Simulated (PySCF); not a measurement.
3-ethylcyclopentanone, C7H12O.
Numbering: `[CH3:1][CH2:2][C@@H:3]1[CH2:4][CH2:5][C:6](=[O:7])[CH2:8]1` (hydrogens: H9, H10, H11 on C1; H12, H13 on C2; H14 on C3; H15, H16 on C4; H17, H18 on C5; H19, H20 on C8)

The closed-shell SCF was solved with PySCF and density fitting under several settings on one GFN2-xTB geometry (grid level 2 and gas phase unless stated).

```
                                                                                        settings  basis functions  SCF cycles     E (Eh)  HOMO (eV)  LUMO (eV)  dipole (D)
                                                                                   PBE0/pcSseg-1              196          14  -348.7474      -6.99      -0.43        3.16
                                                                                  PBE0/def2-SVPD              259          14  -348.5603      -7.06      -0.56        3.38
X3LYP/pcSseg-1, energy threshold 1e-06 Eh, damping 0.3 at the start, DIIS from the seventh cycle              196          14  -348.9947      -6.80      -0.56        3.14
```

Question: Estimate the rows for these settings: (1) B97-D/pcSseg-1; (2) PBE0/pcSseg-1, level shift 0.2 Eh.

Answer: 
```
                         settings  basis functions  SCF cycles     E (Eh)  HOMO (eV)  LUMO (eV)  dipole (D)
                   B97-D/pcSseg-1              196          16  -348.8923      -5.45      -1.46        3.02
PBE0/pcSseg-1, level shift 0.2 Eh              196          11  -348.7474      -6.99      -0.43        3.16
```

Question: Over all rows, what range does the HOMO–LUMO gap span?

Answer: From 3.99 eV to 6.56 eV.

Question: And the dipole moment?

Answer: From 3.02 D (B97-D/pcSseg-1) to 3.38 D (PBE0/def2-SVPD); the largest is 1.12 times the smallest, and the median is 3.16 D.

Question: Compare two rows with the functional PBE0: PBE0/pcSseg-1, level shift 0.2 Eh and PBE0/def2-SVPD. Which energy is lower, and by how much?

Answer: PBE0/pcSseg-1, level shift 0.2 Eh (196 functions) lies 0.1871 Eh or 117 kcal/mol below PBE0/def2-SVPD (259 functions). The smaller set gives the lower energy; the two sets aren't nested, so the variational bound doesn't order them by size.

Whole jobs, the steps after the SCF included, on Intel Xeon 6975P-C, one thread, shared host:

| settings | work after the SCF | wall time | peak memory |
| --- | --- | --- | --- |
| PBE0/pcSseg-1 | shieldings, ring-centre shieldings, charges and field gradients, density and orbital grids written | 28 s | 0.82 GiB |
| PBE0/def2-SVPD | 6 singlets by full TDDFT, 2 Tamm–Dancoff triplets, polarisability, density and orbital grids written | 40 s | 1.0 GiB |
| X3LYP/pcSseg-1, energy threshold 1e-06 Eh, damping 0.3 at the start, DIIS from the seventh cycle | shieldings, ring-centre shieldings | 25 s | 0.81 GiB |
| B97-D/pcSseg-1 | spin–spin couplings from 19 perturbed nuclei, spin–dipole term left out | 32 s | 0.75 GiB |
| PBE0/pcSseg-1, level shift 0.2 Eh | shieldings, ring-centre shieldings | 23 s | 0.81 GiB |

B97-D ran without the empirical dispersion term, which would shift the total energy alone. Cycle counts include a coarse-grid stage where the run had one.

One conformer stands for the species.
